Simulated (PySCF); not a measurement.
Numbering as in the mapped SMILES `[O:1]=[C:2]([O-:3])[GeH2:4][AsH2:5]`. Hydrogens are named by the atom that carries them.

Geometry: PBE0-D3(BJ)/def2-SVP; GIAO absolute shieldings from PySCF, gas phase, non-relativistic, averaged over equivalent atoms.

At PBE0/pcSseg-1 (153 basis functions, 16 s wall time on 1 thread of an Arm Neoverse V1, shared host):
```json
{"atoms": "O1/O3", "σ (ppm)": "-53.5"}
{"atoms": "C2", "σ (ppm)": "24.1"}
{"atoms": "Ge4", "σ (ppm)": "1662.7"}
{"atoms": "As5", "σ (ppm)": "1897.6"}
{"atoms": "H(Ge4)", "σ (ppm)": "27.67"}
{"atoms": "H(As5)", "σ (ppm)": "29.59"}
```

Predict the values at wB97X-D/pcSseg-2 on the same geometry.

Answers


| atoms | σ at wB97X-D/pcSseg-2 | change |
| --- | --- | --- |
| O1/O3 | -39.0 | +14.5 |
| C2 | 16.5 | -7.6 |
| Ge4 | 1639.2 | -23.5 |
| As5 | 1884.7 | -12.9 |
| H(Ge4) | 27.68 | +0.01 |
| H(As5) | 29.67 | +0.08 |

The largest change is at Ge4 (germanium bonded to C, As, 2 H). Cost: 290 basis functions, 66 s wall time on 1 thread of an Arm Neoverse V1, shared host.

Relativistic effects, spin–orbit coupling among them, are left out; they matter for As, Ge and for the light atoms bonded to it.
